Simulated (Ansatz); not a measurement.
C3H13BN2Si (SMILES CB(C)N(C)[SiH2]N), singlet, geometry from GFN2-xTB, with bond 10-2 at 1.8 times its length; Ansatz (a quantum-chemistry and plane-wave program) with CASSCF(4,4)/STO-3G.

Input for Ansatz:
Ansatz 0.2 input:
```yaml
crystal:
  periodic: [false, false, false]
  atoms:
    - {symbol: Si, position_ang: [1.15567218, -0.89504404, -0.33993258]}
    - {symbol: N, position_ang: [2.70614334, -0.14818898, -0.19062960]}
    - {symbol: N, position_ang: [-0.02476055, 0.27885322, 0.19910697]}
    - {symbol: C, position_ang: [0.46338406, 1.49215566, 0.84244317]}
    - {symbol: B, position_ang: [-1.41165096, 0.10859336, 0.02915530]}
    - {symbol: C, position_ang: [-1.98119358, -1.23731710, -0.59299304]}
    - {symbol: C, position_ang: [-2.42575782, 1.25906643, 0.45335759]}
    - {symbol: H, position_ang: [1.22246078, -2.04157103, 0.57110228]}
    - {symbol: H, position_ang: [0.81776969, -1.28673147, -1.71559820]}
    - {symbol: H, position_ang: [3.01274886, 1.38376121, -1.11355773]}
    - {symbol: H, position_ang: [3.50742509, -0.75091424, -0.27515971]}
    - {symbol: H, position_ang: [-0.12865781, 1.71374330, 1.73004750]}
    - {symbol: H, position_ang: [0.39151324, 2.34640219, 0.16371559]}
    - {symbol: H, position_ang: [1.50077110, 1.37113061, 1.14203793]}
    - {symbol: H, position_ang: [-1.42290958, -2.11572629, -0.27873784]}
    - {symbol: H, position_ang: [-3.02661014, -1.40040255, -0.33906045]}
    - {symbol: H, position_ang: [-1.92504448, -1.20430045, -1.68040604]}
    - {symbol: H, position_ang: [-2.48775248, 1.33851101, 1.53918190]}
    - {symbol: H, position_ang: [-3.43542410, 1.07722862, 0.09230920]}
    - {symbol: H, position_ang: [-2.11945215, 2.23930604, 0.09102701]}
basis:
  gaussian:
    orbitals: STO-3G
hamiltonian:
  xc: hf
magnetization: {spin_polarized: false}
correlation: {active_space: {window: {electrons: 4, orbitals: 4}}}
```

Question: Predict the main parts of the log of this Ansatz run.

Answer: 
```
Functional definition: HF
696 factors; integrals over basis functions are off by at most 9.1e-5 eV
mean field evaluation 1: about -14613.6480 eV, gradient 2.5e1 eV
mean field evaluation 2: about -14613.9590 eV, gradient 2.5e1 eV
mean field evaluation 4: about -14616.3145 eV, gradient 2.9e0 eV
mean field evaluation 8: about -14616.3570 eV, gradient 2.0e-1 eV
mean field -14616.35816302 eV, -537.1412551675 hartree, gradient 7.5e-6 eV, S^2 0.000000; 0 other end points of the search recorded, 0 dependent functions left out
reference -14616.35816302 eV, -537.1412551675 hartree; 32, 32 occupied and 20, 20 virtual orbitals, 696 factors
state -14619.34167714 eV, -537.2508972890 hartree
2 active orbitals were swapped for others, from the solution at -14619.19315136 eV, -537.2454390675 hartree to that at -14619.34167714 eV, -537.2508972890 hartree; typed "places" are swapped only where nearly empty or full, and so, without "given_window_search", are "orbital_numbers", "shells" and a window whose orbitals a file names under [Active]
Total energy: -14619.34167714 eV, -537.2508972890 hartree
```
